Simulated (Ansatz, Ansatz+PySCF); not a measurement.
```yaml
atoms:
  - { symbol: H, position_ang: [0.0000, 0.0000, 0.0000] }
  - { symbol: H, position_ang: [0.0000, 0.0000, 1.0000] }
  - { symbol: H, position_ang: [0.0000, 0.0000, 2.0000] }
  - { symbol: H, position_ang: [0.0000, 0.0000, 3.0000] }
  - { symbol: H, position_ang: [0.0000, 0.0000, 4.0000] }
  - { symbol: H, position_ang: [0.0000, 0.0000, 5.0000] }
```

Basis set: cc-pVDZ (spherical functions). All electrons are correlated. Charge 0, multiplicity 1.

Computed with Ansatz (development build ahead of 0.2.0); each method stands on the lowest determinant of its kind that the runs found. Restricted open shells among the atoms or ions are ROHF, correlated in semicanonical orbitals with singles. Restricted functionals stand beside restricted open-shell atoms, which can lie above the unrestricted atoms usual in DFT and then raise those values.

The atomization energy at this shape (free ground-state atoms in the same class of orbitals less the molecule, no zero-point energy) of singlet H₆:

```csv
method,atomization energy
r²SCAN (restricted),255.79 kcal/mol
PBE (unrestricted),253.78 kcal/mol
PBE0 (unrestricted),243.81 kcal/mol
RHF-CCSD(T),235.70 kcal/mol
RHF-MP2,214.77 kcal/mol
UHF-MP2,211.88 kcal/mol
UHF,150.67 kcal/mol
```

**Question.** What does ωB97X (restricted) give?

**Answer.** 240.14 kcal/mol. Caution for RHF-CCSD(T), RHF-MP2, UHF-MP2: bonds are stretched, where a single reference can fail. Caution for UHF-MP2: another reference gives a lower total. Caution for UHF-MP2, UHF: the determinant breaks the point group; the unrestricted determinant is spin contaminated.
